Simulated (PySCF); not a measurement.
Geometry:
```
atom   x (Å)   y (Å)   z (Å)
  C1   3.958  -0.182   0.763
  C2   2.821   0.560   0.075
  C3   1.431   0.020   0.404
  B4   0.292   0.864  -0.370
  N5  -1.245   0.345  -0.007
  C6  -1.522   0.527   1.426
  C7  -2.187   1.157  -0.791
  C8  -1.403  -1.072  -0.371
  H9   3.857  -0.137   1.861
 H10   4.943   0.237   0.504
 H11   3.967  -1.249   0.482
 H12   2.865   1.630   0.343
 H13   2.971   0.527  -1.019
 H14   1.308   0.054   1.505
 H15   1.414  -1.055   0.135
 H16   0.353   0.735  -1.594
 H17   0.275   2.052  -0.043
 H18  -0.814  -0.071   2.012
 H19  -2.552   0.217   1.665
 H20  -1.381   1.584   1.681
 H21  -3.227   0.860  -0.577
 H22  -2.038   2.214  -0.538
 H23  -1.969   1.022  -1.857
 H24  -0.718  -1.681   0.230
 H25  -2.440  -1.403  -0.197
 H26  -1.145  -1.194  -1.430
```

Geometry: PBE0-D3(BJ)/def2-SVP; GIAO absolute shieldings from PySCF 2.14.0 with density-fitted response routines, gas phase, non-relativistic, averaged over equivalent atoms.

At PBE0/pcSseg-1 (226 basis functions, 86 s wall time on 1 thread of an Arm Neoverse N1, shared host):
```
                              atoms  σ (ppm)
                           C6/C7/C8    132.3
                                 C2    161.1
                                 C3    161.2
                                 C1    163.3
                                 B4    105.6
                                 N5    208.4
H18/H19/H20/H21/H22/H23/H24/H25/H26    28.88
                            H16/H17    29.13
                            H12/H13    30.10
                         H9/H10/H11    30.26
                            H14/H15    31.08
```

Estimate the result of repeating the calculation with HF/pcSseg-1.

Answers


| atoms | σ at HF/pcSseg-1 | change |
| --- | --- | --- |
| C6/C7/C8 | 143.8 | +11.5 |
| C2 | 170.2 | +9.1 |
| C3 | 171.3 | +10.1 |
| C1 | 170.3 | +7.0 |
| B4 | 116.1 | +10.5 |
| N5 | 232.3 | +23.9 |
| H18/H19/H20/H21/H22/H23/H24/H25/H26 | 29.43 | +0.55 |
| H16/H17 | 29.91 | +0.78 |
| H12/H13 | 30.71 | +0.61 |
| H9/H10/H11 | 30.68 | +0.42 |
| H14/H15 | 31.75 | +0.67 |

The largest change is at N5 (donor nitrogen of a Lewis adduct). Cost: 226 basis functions, 42 s wall time on 1 thread of an Arm Neoverse N1, shared host. The order of the carbon signals changes between the two levels.

A carbon bonded to boron is broadened by the quadrupolar boron nucleus and is often missing from a measured spectrum.
